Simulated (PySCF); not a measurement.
**Working out the ionisation energy of Ti⁺**

Ti⁺ [Ar] 3d2 4s1 (4F) → Ti²⁺ [Ar] 3d2 (3F). Calculation: PySCF 2.14, in aug-cc-pVDZ-DK; the spin-free X2C one-electron Hamiltonian (Gaussian nucleus). Frozen: [Ar]. Energies in hartree (1 hartree = 27.21139 eV):

| part | Ti⁺ (lower) | Ti²⁺ (upper) |
| --- | --- | --- |
| UHF | -852.540382 | -852.064370 |
| MP2 opposite-spin | 0.000000 | 0.000000 |
| MP2 same-spin | -0.008277 | -0.002777 |

Q: What does Hartree-Fock give?

A: (-852.064370) − (-852.540382) = 0.476012 hartree = 12.953 eV.

Q: What do MP2 and SCS-MP2 (6/5 opposite-spin, 1/3 same-spin) give?

A: The opposite-spin parts differ by 0.000 eV and the same-spin parts by 0.150 eV. MP2: 12.953 + (0.000) + (0.150) = 13.103 eV. SCS-MP2: 12.953 + 1.2 × (0.000) + (0.150)/3 = 13.003 eV.

A first-order spin-orbit estimate adds -0.002 eV to MP2 (valence), giving 13.101 eV against 13.575 eV (measured; NIST Atomic Spectra Database, ionization energies).

A double-zeta basis recovers only part of the correlation energy.

What remains against the reference includes basis incompleteness, the frozen core and correlation beyond second order.
